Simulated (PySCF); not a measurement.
**A ladder of Hamiltonians for Hf⁶²⁺ (hafnium, charge +62)**

Occupied: 1s1/2, 2s1/2, 2p1/2, 2p3/2. Hartree-Fock calculated with PySCF 2.14 in an uncontracted even-tempered set (16 s from 15 bohr⁻², ratio 2.7; 13 p from 17 bohr⁻², ratio 2.7), Gaussian nucleus throughout. NR is non-relativistic, sf-X2C the spin-free one-electron X2C Hamiltonian, X2C adds the bare one-electron spin-orbit term, X2C-SNSO screens it by Boettger's factors, DC is four-component Dirac-Coulomb, and the Gaunt and Breit terms are added at first order (total energies over the DC spinors, levels after relaxing the spinors in that mean field). QED terms are absent. Levels marked empty are virtual spinors of this ion.

```
   level (eV)        NR    sf-X2C       X2C  X2C-SNSO
        1s1/2  -65945.9  -71071.9  -71057.5  -71058.4
        2s1/2  -14919.8  -16396.0  -16392.4  -16392.6
        2p1/2  -14547.7  -15055.4  -15965.8  -15936.2
        2p3/2  -14547.7  -15055.4  -14687.5  -14697.2
3s1/2 (empty)   -6200.8   -6673.5   -6672.9   -6672.9
3p1/2 (empty)   -6081.9   -6288.8   -6532.4   -6524.6
3p3/2 (empty)   -6081.9   -6288.8   -6188.8   -6191.5
```

**Question.** Where do the four-component calculations put these levels?

**Answer.** 1s1/2: DC -71138.2, DC+Gaunt -70922.9, DC+Breit -70937.1; 2s1/2: DC -16403.9, DC+Gaunt -16380.5, DC+Breit -16382.1; 2p1/2: DC -15944.2, DC+Gaunt -15902.9, DC+Breit -15907.0; 2p3/2: DC -14704.9, DC+Gaunt -14677.4, DC+Breit -14681.6; 3s1/2 (empty): DC -6675.6, DC+Gaunt -6669.3, DC+Breit -6670.1; 3p1/2 (empty): DC -6526.6, DC+Gaunt -6515.9, DC+Breit -6517.3; 3p3/2 (empty): DC -6193.1, DC+Gaunt -6186.0, DC+Breit -6187.4 (eV).

| Hamiltonian | E (hartree) | E − E(DC) (hartree) | CPU seconds |
| --- | --- | --- | --- |
| NR | -9751.3864 | 669.3117 | 0.21 |
| sf-X2C | -10403.2441 | 17.4539 | 0.15 |
| X2C | -10416.6722 | 4.0259 | 0.15 |
| X2C-SNSO | -10415.8834 | 4.8146 | 0.15 |
| DC | -10420.6980 | 0.0000 | 11 |
| DC+Gaunt | -10407.7070 | 12.9910 | 16 |
| DC+Breit | -10408.8320 | 11.8661 | 45 |

Weight of the small component: 1s1/2 0.0734, 2s1/2 0.0171, 2p1/2 0.0170, 2p3/2 0.0156, 3s1/2 0.00681, 3p1/2 0.00671, 3p3/2 0.00634.

Koopmans' value for the highest occupied level at DC+Breit: 14681.6 eV, against an ionisation energy of 14678 ± 15 eV (theoretical estimate listed by NIST; NIST Atomic Spectra Database, ionization energies); the former lacks relaxation, correlation, QED and recoil.

The whole ladder took 74 s of wall time on 1 thread of Intel(R) Xeon(R) Platinum 8488C (shared host), launched as `OMP_NUM_THREADS=1 python relrun2.py TASK.json OUT` (a driver that calls PySCF for each Hamiltonian).
